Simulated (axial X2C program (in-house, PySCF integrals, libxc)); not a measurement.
**Correcting the dissociation energy of TeBr⁺ for spin–orbit coupling**

A spin-free PBE0 curve (one-electron X2C) was computed with an in-house relativistic program for diatomic molecules, basis Te dyall-cv3z [11s12p8d4f1g], Br dyall-cv3z [8s9p6d4f1g] (cores contracted in-house), for the state M_S = 1, Λ = 0 (beyond evenly filled blocks: π+α, π-α). It gives D0 = 2.771 eV to Te+ + Br, which in a spin-free picture are the weighted means of the ground terms.

Measured levels of the ground terms (NIST Handbook of Basic Atomic Spectroscopic Data), in cm⁻¹: Te+ 4S: J = 3/2 at 0; Br 2P: J = 3/2 at 0, J = 1/2 at 3685.2.

The molecular state has Λ = 0, so it has no first-order lowering.

Q: How far does each ground level lie under the (2J+1)-weighted mean of its term?

A: Te+: a single level, 0; Br: (4 × 0 + 2 × 3685.2)/6 = 1228 cm⁻¹.

Q: Correct D0.

A: D0 = 2.771 + (0 − 1228)/8065.5 = 2.619 eV at PBE0 with these spin–orbit terms.

Second-order spin–orbit effects in the molecule, which grow quickly with Z, are left out. The state is a single determinant with fixed occupations, the lowest that a limited PBE0 search found. Dissociation energies refer to the lowest single-determinant-based atoms at the same level and basis. Other states lie close and PBE0, whose exact exchange favours high spin, may order them wrongly; the determinant shown need not be the ground state. The nearest other spin-free determinant of the search, M_S = 0, Λ = 2, lies 0.76 eV up at the distance of the search.
